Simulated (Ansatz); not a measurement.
Geometry optimisation, RKS PBE0/def2-SVP (Ansatz).

Input:

```yaml
crystal:
  periodic: [false, false, false]
  atoms:
    - { symbol: Si, position_ang: [0.403853, 0.386304, -0.360845] }
    - { symbol: Si, position_ang: [-0.017744, 0.154778, 3.049476] }
    - { symbol: H, position_ang: [-1.203608, -0.75886, 3.03764] }
    - { symbol: H, position_ang: [1.244675, -0.587095, 2.786911] }
    - { symbol: H, position_ang: [0.066053, 0.689873, 4.452618] }
    - { symbol: O, position_ang: [1.544427, -0.399842, -1.257439] }
    - { symbol: H, position_ang: [1.432824, -1.355116, -1.280237] }
    - { symbol: O, position_ang: [-0.822262, 1.142983, -1.178197] }
    - { symbol: H, position_ang: [-1.430161, 0.581184, -1.664974] }
    - { symbol: O, position_ang: [-0.291406, -0.875229, 0.489937] }
    - { symbol: H, position_ang: [-1.207915, -0.757199, 0.755209] }
    - { symbol: "N", position_ang: [1.224044, 1.734629, 0.416671] }
    - { symbol: H, position_ang: [2.127631, 1.620735, 0.856882] }
    - { symbol: H, position_ang: [0.71517, 2.548585, 0.73035] }
    - { symbol: H, position_ang: [-0.188181, 1.298868, 2.145499] }
basis:
  gaussian: { orbitals: def2-SVP }
hamiltonian:
  xc: pbe0
relax:
  f_tol: 0.03
  max_steps: 50
output:
  orbitals: {}
```

Run as:

```bash
$ ansatz run input.yaml --threads 4 --pin off --max-ram 5120MiB --backend cpu --events-out ev --progress --plain --runs-dir out
```

**Question.** Where does it end, and by what steps?

**Answer.** It converged. The force dipped under the threshold on the way, but the program's further checks kept it going. After 46 steps the energy has fallen by 0.526 eV; H14 moved furthest, 2.31 Å.

| step | energy less start (eV) | largest force component (eV/Å) | accepted |
| --- | --- | --- | --- |
| 0 | 0.0000 | 1.428 | yes |
| 2 | -0.3659 | 0.170 | yes |
| 4 | -0.4204 | 0.233 | yes |
| 6 | -0.4358 | 0.475 | yes |
| 8 | -0.4460 | 0.589 | yes |
| 10 | -0.4542 | 0.178 | yes |
| 12 | -0.4330 | 0.973 | no |
| 14 | -0.4693 | 0.246 | yes |
| 16 | -0.4742 | 0.316 | yes |
| 18 | -0.4812 | 0.139 | yes |
| 20 | -0.4929 | 0.141 | yes |
| 22 | -0.4941 | 0.444 | no |
| 24 | -0.5019 | 0.091 | yes |
| 26 | -0.5080 | 0.145 | yes |
| 28 | -0.5143 | 0.111 | yes |
| 30 | -0.5164 | 0.102 | yes |
| 32 | -0.5186 | 0.197 | yes |
| 34 | -0.5206 | 0.105 | yes |
| 36 | -0.5226 | 0.109 | yes |
| 38 | -0.5240 | 0.030 | yes |
| 40 | -0.5247 | 0.045 | yes |
| 42 | -0.5252 | 0.047 | yes |
| 44 | -0.5255 | 0.043 | yes |
| 46 | -0.5256 | 0.011 | yes |

```xyz
15
Properties=species:S:1:pos:R:3
Si 0.235 0.733 -0.509
Si 0.112 -0.747 3.506
H -1.041 -1.505 2.948
H 1.285 -0.810 2.580
H 0.531 -1.386 4.792
O 1.373 -0.457 -0.339
H 1.466 -0.811 0.551
O -0.564 0.437 -1.924
H -0.532 -0.484 -2.198
O -0.682 0.584 0.875
H -1.310 1.299 1.017
N 0.736 2.358 -0.645
H 1.246 2.817 0.099
H 0.988 2.724 -1.556
H -0.246 0.673 3.782
```

Whether the end is a true minimum wasn't checked by a vibrational analysis.

The run took 96 s on 4 threads of AMD EPYC 7B13 (Zen 3), on a shared host, peak memory 0.38 GiB.
